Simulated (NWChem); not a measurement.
System: C$_{4}$H$_{3}$FSi; SMILES C([SiH](F)C#C)#C

Results from NWChem. Structure relaxed at the B3LYP/6-31G* (spherical d) level.

For level TPSS/aug-pcseg-1:

- highest occupied level (eV): -7.32
- orbital gap (eV): 5.29
- dipole (D): 1.96

Q: Estimate the same quantities for level TPSS/STO-3G.

A: 
- highest occupied level (eV) = -4.06
- orbital gap (eV) = 6.61
- dipole (D) = 0.36
